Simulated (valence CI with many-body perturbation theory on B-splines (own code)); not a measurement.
**P XI: electric-dipole lines**

Method: configuration interaction combined with many-body perturbation theory (CI+MBPT): three valence electrons over a frozen Dirac-Fock core [He], radial functions for each j: 11 s, 11 p, 9 d, 7 f, 5 g, 2 h, 1 i, with the one-electron correlation potential Σ1 (screened to all orders), the two-electron term Σ2, the three-electron term Σ3, Breit, model QED; selected single and double excitations, second order for the rest, scaled by the run's own slope (own B-spline code, finite nucleus).

No measured levels were compared; by estimate levels of excited configurations hold to 0.05 to 0.15 % of their energy, terms of the ground configuration to about 0.5 %.

Lines 51 to 100 of 246 in falling wavelength, among levels below 339.01 eV, chosen from the strongest by gf and those to the six lowest levels. Wavelengths and rates use the calculated energies, so an error of 300 cm⁻¹ moves a line at 85.81 nm by 0.26 % and its rate by three times that or more. Electric multipoles are in the length gauge, E1 and E2 with the static RPA response of the core. Weak lines are less certain than strong ones. Lines between different terms over intervals too small for the method are left out, as are lines whose strength nearly cancels. Where a level lies close to another of its J and parity, the split of strength between their lines is uncertain. The highest levels of a list are the least certain.

Names give the largest LS component (configuration and term), which can be under half, so a name can repeat, a term be missing and a line seem to break the LS rules; names also repeat where a configuration has a term twice. Letters in brackets count levels of one name in rising energy.

```csv
λ vac (nm),Upper,Lower,A (s⁻¹),log gf,Branch %
85.81,2s 2p 3p 4P_3/2,2s 2p 3s 4P°_1/2,3.08e+08,-0.87,6.1
69.62,2s 2p 3d 2P°_3/2 [a],2s 2p 3p 2P_3/2 [a],3.83e+08,-0.95,0.0
56.88,2s 2p2 4P_5/2,2s2 2p 2P°_3/2,4.57e+05,-3.88,100.0
50.02,2p3 2D°_5/2,2s 2p2 2P_3/2,1.19e+09,-0.57,19.0
48.79,2p3 2D°_3/2,2s 2p2 2P_1/2,1.10e+09,-0.80,17.7
45.71,2s 2p 3p 2D_5/2 [b],2s 2p 3s 2P°_3/2 [a],5.69e+08,-0.97,0.9
35.90,2p3 2P°_3/2,2s 2p2 2P_3/2,4.48e+09,-0.46,30.8
35.37,2p3 2P°_1/2,2s 2p2 2P_1/2,4.24e+09,-0.80,28.8
32.56,2s 2p2 2D_3/2,2s2 2p 2P°_3/2,2.81e+08,-1.75,11.2
32.54,2s 2p2 2D_5/2,2s2 2p 2P°_3/2,2.28e+09,-0.66,100.0
32.53,2p3 2P°_3/2,2s 2p2 2S_1/2,1.97e+09,-0.90,13.6
31.98,2p2 3s 2P_1/2,2s 2p 3s 2P°_3/2 [a],3.08e+09,-1.02,1.0
31.92,2p2 3s 4P_3/2,2s 2p 3s 4P°_5/2,2.70e+09,-0.78,1.8
31.73,2p3 2D°_3/2,2s 2p2 2D_3/2,4.06e+09,-0.61,65.4
31.72,2p3 2D°_5/2,2s 2p2 2D_5/2,4.62e+09,-0.38,73.8
31.71,2p3 2D°_5/2,2s 2p2 2D_3/2,4.34e+08,-1.41,6.9
31.67,2p2 3s 4P_1/2,2s 2p 3s 4P°_3/2,5.14e+09,-0.81,3.5
31.56,2s 2p2 2D_3/2,2s2 2p 2P°_1/2,2.23e+09,-0.88,88.8
31.41,2p2 3s 2P_3/2,2s 2p 3s 2P°_3/2 [a],7.49e+09,-0.35,2.4
31.40,2p2 3s 4P_5/2,2s 2p 3s 4P°_5/2,4.40e+09,-0.41,2.9
31.32,2p2 3s 2P_1/2,2s 2p 3s 2P°_1/2 [a],6.42e+09,-0.72,2.0
31.02,2p2 3s 4P_3/2,2s 2p 3s 4P°_1/2,2.74e+09,-0.80,1.8
30.82,2p2 3s 4P_5/2,2s 2p 3s 4P°_3/2,2.01e+09,-0.77,1.3
30.78,2p2 3s 2P_3/2,2s 2p 3s 2P°_1/2 [a],1.76e+09,-1.00,0.6
28.59,2s 2p 3d 2F°_7/2 [b],2s2 3d 2D_5/2,2.69e+09,-0.58,0.2
28.51,2s 2p 3d 2F°_5/2 [b],2s2 3d 2D_3/2,2.54e+09,-0.73,0.2
27.64,2s 2p 3d 2D°_3/2 [b],2s2 3d 2D_3/2,7.15e+09,-0.48,0.4
27.61,2s 2p 3d 2D°_5/2 [b],2s2 3d 2D_5/2,7.47e+09,-0.29,0.4
27.58,2s 2p 3p 2D_5/2 [b],2s2 3p 2P°_3/2,5.50e+09,-0.42,8.5
27.48,2s 2p 3p 2P_3/2 [b],2s2 3p 2P°_3/2,7.73e+09,-0.46,3.4
27.46,2s 2p 3p 2D_3/2 [b],2s2 3p 2P°_1/2,5.97e+09,-0.57,5.9
27.46,2s 2p 3p 2P_1/2 [b],2s2 3p 2P°_1/2,6.14e+09,-0.86,2.3
27.26,2s 2p 3s 2P°_1/2 [b],2s2 3s 2S_1/2,7.95e+09,-0.75,2.1
27.23,2s 2p 3s 2P°_3/2 [b],2s2 3s 2S_1/2,7.45e+09,-0.48,1.9
26.78,2p3 4S°_3/2,2s 2p2 4P_5/2,8.46e+09,-0.44,48.7
26.60,2s 2p 3d 2P°_1/2 [b],2s2 3d 2D_3/2,1.03e+10,-0.66,0.8
26.59,2s 2p 3d 2P°_3/2 [b],2s2 3d 2D_5/2,9.21e+09,-0.41,0.7
26.43,2p3 4S°_3/2,2s 2p2 4P_3/2,5.88e+09,-0.61,33.9
26.20,2s 2p 3p 2S_1/2 [b],2s2 3p 2P°_3/2,7.03e+09,-0.84,6.1
26.19,2p3 4S°_3/2,2s 2p2 4P_1/2,3.03e+09,-0.90,17.4
25.45,2p3 2P°_1/2,2s 2p2 2D_3/2,8.48e+09,-0.78,57.7
25.39,2s 2p2 2S_1/2,2s2 2p 2P°_3/2,3.80e+09,-1.13,36.5
25.39,2p3 2P°_3/2,2s 2p2 2D_5/2,6.76e+09,-0.58,46.5
25.38,2p3 2P°_3/2,2s 2p2 2D_3/2,1.07e+09,-1.38,7.3
24.78,2s 2p2 2S_1/2,2s2 2p 2P°_1/2,6.61e+09,-0.91,63.5
23.96,2s 2p2 2P_1/2,2s2 2p 2P°_3/2,9.16e+09,-0.80,49.7
23.66,2s 2p2 2P_3/2,2s2 2p 2P°_3/2,1.60e+10,-0.27,83.9
23.42,2s 2p2 2P_1/2,2s2 2p 2P°_1/2,9.28e+09,-0.82,50.3
23.13,2s 2p2 2P_3/2,2s2 2p 2P°_1/2,3.07e+09,-1.01,16.1
22.39,2p3 2D°_5/2,2s 2p2 4P_5/2,1.81e+07,-3.09,0.3
```
